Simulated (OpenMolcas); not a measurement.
Ionisation energies of phosphorus

```
Program             : OpenMolcas
Basis               : ANO-RCC [8s7p5d4f2g]
Scalar Hamiltonian  : DKH2, point nucleus
Spin-orbit coupling : RASSI with atomic mean-field integrals over the reference wave functions, term energies averaged over their components
```

Active shells in each charge state: the valence s, p shells, with orbitals averaged over the low states. Where CASPT2's correlated closed shells are named, they are those of the first ion.

A. CASSCF
B. SS-CASPT2, IPEA 0.25 Eh, imaginary shift 0.1 Eh (closed shells correlated: 2s 2p)
C. SS-CASPT2, IPEA 0 Eh, imaginary shift 0.1 Eh (closed shells correlated: 2s 2p)
D. SS-CASPT2, IPEA 0.25 Eh, imaginary shift 0.1 Eh (closed shells correlated: none)

Energies in eV between the lowest computed levels, named as in B; reference values from the NIST Atomic Spectra Database with their kind.

| From | To | A | B | C | D | Spin-orbit share in B | Reference |
| --- | --- | --- | --- | --- | --- | --- | --- |
| P+ 3s² 3p² ³P₀ | P2+ 3s² 3p ²P°_1/2 | 18.759 | 19.566 | 19.691 | 19.522 | -0.007 | 19.769 (semi-empirical) |
| P2+ 3s² 3p ²P°_1/2 | P3+ 3s² ¹S₀ | 28.948 | 29.927 | 30.052 | 29.837 | +0.042 | 30.203 (measured) |
| P3+ 3s² ¹S₀ | P4+ 3s ²S_1/2 | 51.071 | 51.348 | 51.349 | 51.163 | +0.000 | 51.444 (measured) |
| P4+ 3s ²S_1/2 | P5+ 2p⁶ ¹S₀ | 64.575 | 64.934 | 64.940 | 64.575 | +0.000 | 65.025 (measured) |

Steps that some method lacks are left out, and so are those with a state whose active s or d shell is doubly occupied in every root (s and p with five to eight electrons, d10) over a frozen core shell of the same l, since the two then mix freely.

Error against the reference values, in %:

| From | Reference | A | B | C | D |
| --- | --- | --- | --- | --- | --- |
| P+ | semi-empirical | -5.1 | -1.0 | -0.4 | -1.2 |
| P2+ | measured | -4.2 | -0.9 | -0.5 | -1.2 |
| P3+ | measured | -0.7 | -0.2 | -0.2 | -0.5 |
| P4+ | measured | -0.7 | -0.1 | -0.1 | -0.7 |

Mean absolute error over the 3 measured values: A 0.69 eV, B 0.15 eV, C 0.11 eV, D 0.37 eV. C lies closest.

° marks odd parity.
